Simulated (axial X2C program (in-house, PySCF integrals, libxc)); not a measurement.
# Te: configurations by level of theory

Calculated with an in-house all-electron X2C program for linear molecules (integrals from PySCF), basis dyall-cv3z (cores contracted in-house), spin-free (one-electron X2C) and two-component (2c, atomic mean-field Coulomb and Gaunt terms). Energies in eV from the lowest row of each column (rows without correlated energies are left out; n/a marks j-coupled starts, which PBE0 does not hold); electrons by l are Mulliken totals of the Hartree–Fock solution, and PBE0 can relax to another configuration under the same block occupation. Coupled cluster uses truncated natural virtuals with an MP2 remainder. Frozen shells in the correlated columns: 4 s, 3 p, 1 d.

Spin-free determinants:

```csv
electrons by l,"M_S, M_L",HF,MP2,CCSD(T),PBE0
s10 p22 d20,"1, 0",0.00,0.03,0.00,0.00
s10 p22 d20,"1, 1",0.12,0.00,0.00,0.06
s10 p22 d20,"0, 1",0.52,0.57,0.37,0.38
```

Two-component determinants:

```json
{"electrons by l": "s10 p22 d20", "2M_J": "4", "HF": "0.06", "MP2": "0.00", "CCSD(T)": "0.00", "PBE0": "0.00"}
{"electrons by l": "s10 p22 d20", "2M_J": "2", "HF": "0.00", "MP2": "0.15", "CCSD(T)": "0.06", "PBE0": "0.05"}
```

Ground level as tabulated from the NIST Atomic Spectra Database (leading term): 2S+1 = 3, L = 1, J = 2.

Single determinants need not be terms or J levels, so several rows can belong to one term; PBE0 has no current term and treats spin collinearly, and Hartree–Fock breaks spherical symmetry, which spreads rows that should be degenerate. The search is wide but not exhaustive and can miss a configuration; gaps between s and d configurations can be off by some tenths of an eV with this basis and core.

The run took 2.5 min on 1 thread of Intel(R) Xeon(R) Processor @ 2.30GHz, with other jobs on the host.
